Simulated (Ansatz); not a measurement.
`[CH3][GeH2][Se]C` + `N#CCBr` → `[CH3][GeH2][CH2]Br` + `C[Se]C#N`  (formal exchange of groups at a Ge–Se bond)

Isolated molecules relaxed with PBE0-D4/def2-TZVP in Ansatz; ΔE leaves out vibrations. CBS: MP2 limit from def2 TZ/QZ plus the TZ coupled-cluster correction, frozen cores. For Br, Ge, Se outer-core shells are correlated without core-valence functions, which leaves a few kJ/mol of doubt a bond. Scalar relativity is left out up to krypton. Each species was taken in one conformer, which may not be the lowest.

| species | MP2/CBS(def2) energy (Eh) |
| --- | --- |
| `[CH3][GeH2][Se]C` | -4557.69112 |
| `N#CCBr` | -2705.25156 |
| `[CH3][GeH2][CH2]Br` | -4729.68361 |
| `C[Se]C#N` | -2533.23386 |

Question: Work out ΔE.

Answer: ΔE = (-4729.68361) + (-2533.23386) − (-4557.69112) − (-2705.25156) = 0.02521 Eh = +0.69 eV. CCSD(T)/CBS gives +0.68 eV.

Largest T1 diagnostic among the species: 0.012.

In def2-TZVPP, CCSD(T) changes the Hartree–Fock value by −0.17 eV (the triples alone add −0.03 eV) and MP2 by −0.16 eV. From PBE to PBE0 (25 % exact exchange), in def2-TZVPP and without D4, ΔE moves by +0.04 eV.
